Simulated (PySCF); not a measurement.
C4H4Se, SMILES c1c[se]cc1. Coordinates come from a PBE-D3(BJ)/def2-SVP optimisation.

Computed equilibrium geometry at PBE-D3(BJ)/def2-SVP (PySCF confirms it by a frequency run) as Cartesian coordinates in Å, and its point group:
point group C2v.
```xyz
9

C      0.0000    -0.7172    -1.6879
C      0.0000     0.7172    -1.6879
C      0.0000     1.2945    -0.4369
Se     0.0000     0.0000     0.9146
C      0.0000    -1.2945    -0.4369
H      0.0000    -1.3149    -2.6114
H      0.0000     1.3149    -2.6114
H      0.0000     2.3631    -0.1886
H      0.0000    -2.3631    -0.1886
```
